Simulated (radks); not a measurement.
Q: Radial electron density D(r) = 4 pi r^2 rho(r) of an atom or ion with 25 electrons. All-electron calculation, Dirac Kohn-Sham, LDA (Slater exchange, Perdew-Wang correlation), spin-unpolarised, spherical densities, finite nucleus; Fermi nuclear charge, rms radius of each element as measured or else 0.836 A^(1/3) + 0.57 fm. Program: a radial shooting solver on a logarithmic mesh with Libxc functionals.

| r (bohr) | D(r) (e/bohr) |
|---|---|
| 0.008434 | 7.307 |
| 0.01098 | 10.75 |
| 0.01441 | 15.36 |
| 0.01877 | 20.62 |
| 0.02464 | 26.06 |
| 0.03208 | 30.06 |
| 0.04211 | 31.38 |
| 0.05483 | 29.42 |
| 0.07197 | 25.84 |
| 0.09371 | 24.52 |
| 0.123 | 28.06 |
| 0.1602 | 33.55 |
| 0.2102 | 33.91 |
| 0.2738 | 25.81 |
| 0.3565 | 15.97 |
| 0.4679 | 13.19 |
| 0.6093 | 15.99 |
| 0.7997 | 15.70 |
| 1.041 | 10.56 |
| 1.367 | 5.080 |
| 1.78 | 2.230 |
| 2.336 | 1.051 |
| 3.042 | 0.4915 |
| 3.993 | 0.1602 |
| 5.199 | 0.03074 |
| 6.824 | 0.002552 |

What is the nuclear charge?

A: Z = 26. The innermost maximum, from 1s, lies near gamma/Z bohr with gamma = sqrt(1 - (Z/c)^2) = 0.982, here 0.0378 bohr (found: 0.0408), and its height grows with Z. The density is that of the iron ion Fe+ in [Ar] 3d6 4s1; the configuration itself is not fixed sharply by these data, and Z only to about a unit. D(r) has 3 maxima, at r = 0.0408, 0.186, 0.692 bohr, and minima at 0.0893, 0.442 bohr, inside which lie 2.12, 10.67 electrons.
